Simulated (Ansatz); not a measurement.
Job for Ansatz (a first-principles code): U-CCSD(T)/def2-TZVPP on AlCd, 2S+1 = 2, a spin state set in the input, which need not be the lowest, a point of a bond scan (R = 2.855 Å). Elements past Kr take the def2 small-core potentials; no spin–orbit coupling.

Ansatz 0.2 input:
```yaml
crystal:
  periodic: [false, false, false]
  atoms:
    - {symbol: Cd, position_ang: [0.00000000, 0.00000000, 0.00000000]}
    - {symbol: Al, position_ang: [0.00000000, 0.00000000, 2.85504000]}
basis:
  gaussian:
    orbitals: def2-TZVPP
magnetization: {spin_polarized: true, initial_magnetization: 1}
correlation: {method: ccsd_t, electrons: valence}
output: {orbitals: {seedname: ./end}}
```

Problem. Give the final energy of this run.

Solution. -409.5147 hartree (reference determinant -408.7527, T1 diagnostic 0.036). Its determinant has ⟨S²⟩ = 0.95, a mixture of spin states.

Problem. How many basis functions does it have, and what does it roughly cost on one machine?

Solution. 98 functions; about 4 core-minutes (a rough figure).
